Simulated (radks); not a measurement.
Method: scalar-relativistic Kohn-Sham, LDA (Slater exchange, Perdew-Wang correlation), spin-unpolarised, spherical densities, finite nucleus; Fermi nuclear charge, rms radius of each element as measured or else 0.836 A^(1/3) + 0.57 fm; computed with a radial shooting solver on a logarithmic mesh with Libxc functionals. Response by self-consistent Sternheimer equations with the Hartree and adiabatic LDA kernel, the relativistic mass of each level held fixed and spin-orbit coupling left out. For heavy and open-shell atoms this level of theory can miss by tens of per cent. Estimate the static dipole polarisabilities of V3+ ([Ar] 3d2) and Ga+ ([Ar] 3d10 4s2) and the C6 coefficients of the three pairs.

Answer. alpha = 2.342 and 16.70 bohr^3; C6 = 6.008 (V3+-V3+), 19.24 (V3+-Ga+), 83.53 (Ga+-Ga+) hartree bohr^6.
